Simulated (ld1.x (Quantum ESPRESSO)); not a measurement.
## oxygen: one change to a PAW potential, before and after

- Element: O (Z = 8)
- Generator: ld1.x (Quantum ESPRESSO) 7.5
- Type: PAW
- Functional: PBE
- Relativity: scalar-relativistic
- Frozen core: [He]
- Valence charge: 6
- Reference configuration: 2s2 2p3.5 (charge +0.5)
- Partial waves: 2s (bound): rcut 0.55, rcutus 0.60 bohr; 2s channel at -1.75 Ry: rcut 0.55, rcutus 0.60 bohr; 2p (bound): rcut 1.70, rcutus 2.05 bohr; 2p channel at -0.5 Ry: rcut 1.70, rcutus 2.05 bohr; 3d channel at 0.45 Ry: rcut 2.00, rcutus 2.35 bohr; 3d channel at 1.8 Ry: rcut 2.00, rcutus 2.35 bohr
- Local potential: all-electron potential smoothed inside 1.05 bohr (lloc = -1)
- Core correction: a·sin(br)/r model core, default radius (core density twice the valence density)
- Augmentation charge: PSQ, inside the norm-conserving radii

Change: wave 2p channel at -0.5 Ry: rcut 1.70, rcutus 2.05 bohr becomes 2p channel at 4.62 Ry: rcut 1.70, rcutus 2.05 bohr.

Cutoffs: the cutoffs (Ry, on a coarse ladder) from which the occupation-weighted sum of valence levels, in a spherical-Bessel basis at the reference potential, stays within 10 and 1 mRy of its value at 400 Ry; they do not see the model core or the augmentation charge, which bear on the density cutoff. Errors are all-electron minus pseudo energies relative to the spin-unpolarised reference configuration.

Question: How do hardness, ghosts and transferability respond?

Answer: The potential gets neither clearly harder nor softer (100 Ry and 140 Ry → 100 Ry and 140 Ry); of the 7 tests that both files solve, the error grows in 0 and shrinks in 6 by more than 15 % and 0.3 meV (median size 6.3 → 3.0 meV); the range in which the p phases agree widens (upper end 0.7 → at the end of the scan); neither file shows a bound ghost.

| quantity | base | changed |
| --- | --- | --- |
| cutoff, loose | 100 Ry | 100 Ry |
| cutoff, tight | 140 Ry | 140 Ry |
| bound ghosts | none | none |
| error for 2s2 2p4, meV [ΔE -6.29 eV] | -2.7 | +2.0 |
| error for 2s2 2p3, meV [ΔE 10.15 eV] | -6.8 | +1.7 |
| error for 2s2 2p2, meV [ΔE 43.73 eV] | -79 | +16 |
| error for 2s1 2p5, meV [ΔE 8.66 eV] | -3.8 | +1.0 |
| error for 2s2 2p0, meV [ΔE 174.51 eV] | -22 | -22 |
| error for 2s2 2p4.3, meV [ΔE -8.41 eV] | -4.9 | +4.1 |
| error for 2s1 2p4, meV [ΔE 25.37 eV] | -6.3 | +3.0 |
| s: phases at 2.56 bohr within 0.05 rad from the reference energy up to (Ry; the scan ends near 5) | to the end of the scan | to the end of the scan |
| p: phases at 2.56 bohr within 0.05 rad from the reference energy up to (Ry; the scan ends near 5) | 0.7 | to the end of the scan |
| d: phases at 2.56 bohr within 0.05 rad from the reference energy up to (Ry; the scan ends near 5) | 2.6 | 2.6 |
| lowest overlap eigenvalue by channel | s 0.81, p 0.41, d 0.97 | s 0.81, p 0.77, d 0.97 |
